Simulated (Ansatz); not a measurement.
Ansatz (a program for electronic structure) input (CCSD(T)/cc-pVDZ):

Ansatz 0.2 input:
```yaml
crystal:
  periodic: [false, false, false]
  atoms:
    - {symbol: N, position_ang: [0.00000000, 0.00000000, 0.00000000]}
basis:
  gaussian:
    orbitals: cc-pVDZ
magnetization: {spin_polarized: true, initial_magnetization: 3}
correlation: {method: ccsd_t, frozen_orbitals: {N: 0}}
scf: {lower_state_search: full}
```

Output:

```
Functional definition: HF
integrals: 0.00 GiB planned
71 factors; integrals over basis functions are off by at most 1.1e-4 eV
mean field: 0.04 GiB planned
mean field evaluation 1: about -1479.9708 eV, gradient 4.0e0 eV
mean field evaluation 2: about -1479.9713 eV, gradient 4.0e0 eV
mean field evaluation 4: about -1480.0576 eV, gradient 1.2e-1 eV
mean field evaluation 8: about -1480.0576 eV, gradient 2.2e-5 eV
mean field evaluation 16: about -980.1872 eV, gradient 5.4e1 eV
mean field evaluation 32: about -1468.8757 eV, gradient 4.5e-2 eV
mean field -1480.05762416 eV, -54.3911144687 hartree, gradient 6.0e-7 eV, S^2 3.754031; 3 other end points of the search recorded, 0 dependent functions left out
reference -1480.05762416 eV, -54.3911144687 hartree; 5, 2 occupied and 9, 12 virtual orbitals, 71 factors
second order -1.96800140 eV of doubles, -0.00000000 eV of singles
coupled cluster: 0.04 GiB planned
cycle   1  -2.30869146 eV  change   -3.4e-1 eV  update   2.8e-2
cycle   2  -2.39625631 eV  change   -8.8e-2 eV  update   8.0e-3
cycle   3  -2.39958068 eV  change   -3.3e-3 eV  update   1.7e-3
cycle   4  -2.39976242 eV  change   -1.8e-4 eV  update   2.8e-4
cycle   5  -2.39967278 eV  change    9.0e-5 eV  update   4.9e-5
cycle   6  -2.39971579 eV  change   -4.3e-5 eV  update   6.4e-6
cycle   7  -2.39971152 eV  change    4.3e-6 eV  update   7.7e-7
perturbative correction -0.01743611 eV, -0.0006407651 hartree
Total energy: -1482.47477178 eV, -54.4799430055 hartree
```
